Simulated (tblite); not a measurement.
Task: Write Cartesian coordinates for `C=C/C(C#N)=C/[SiH2]C#N` as optimised with GFN2-xTB.

Result: 
```
atom  x, y, z in Å
C1     3.0534    0.2943   -0.2116
C2     1.9588    0.0406    0.4981
C3     0.6084    0.0780   -0.0442
C4     0.4626    0.4037   -1.4165
N5     0.3218    0.6654   -2.5238
C6    -0.4984   -0.1775    0.6815
Si7   -2.2455   -0.1259   -0.0216
C8    -3.3174   -0.5671    1.4449
N9    -3.9708   -0.8383    2.3455
H10    4.0331    0.2547    0.2322
H11    3.0055    0.5501   -1.2578
H12    2.0240   -0.2133    1.5483
H13   -0.3578   -0.4228    1.7280
H14   -2.6245    1.2209   -0.4492
H15   -2.4577   -1.1547   -1.0398
```

Any rigid rotation of these coordinates is as good. Atoms count from 1 in this order. Of the pairs four or more bonds apart, C4···H11 is among the closest relative to their van der Waals radii: 2.55 Å, 88 % of the sum of Bondi's values. The C–C distances run from 1.329 Å (C1=C2, drawn double) to 1.456 Å (C2–C3, drawn single), a spread of 0.127 Å. The 9 heavy atoms lie in one plane (0.002 Å rms). Si7 (SiH2 silicon) is distorted tetrahedral (angles from 103.4° to 114.0°).

Bonds between heavy atoms (Å): C1=C2 1.329, C2–C3 1.456, C3–C4 1.418, C4≡N5 1.146, C3=C6 1.348, C6–Si7 1.884, Si7–C8 1.869, C8≡N9 1.145.

Computed geometry: GFN2-xTB, gas phase.

Point group: Cs (tolerance 0.08 Å). Its GFN2-xTB frequencies are all real (lowest 16 cm⁻¹). The numbers are those of one conformer (C1–C2–C3–C4 0°, C3–C6–Si7–C8 180°).
